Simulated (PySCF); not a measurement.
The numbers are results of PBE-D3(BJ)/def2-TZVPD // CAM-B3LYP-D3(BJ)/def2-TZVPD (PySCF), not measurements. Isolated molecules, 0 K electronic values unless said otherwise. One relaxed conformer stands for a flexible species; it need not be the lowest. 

Reference species (SMILES): `C#C[SiH2][O-]` (charge -1, multiplicity 1).

The HOMO is -0.29 eV.

Changed species: `O=C(N)[SiH2][O-]` (O–C–Si–O torsion 180°) (X = carbamoyl, proton removed; the reference has X = ethynyl, proton removed).

### Question
What does the change do to the HOMO?

### Answer
the HOMO hardly moves.
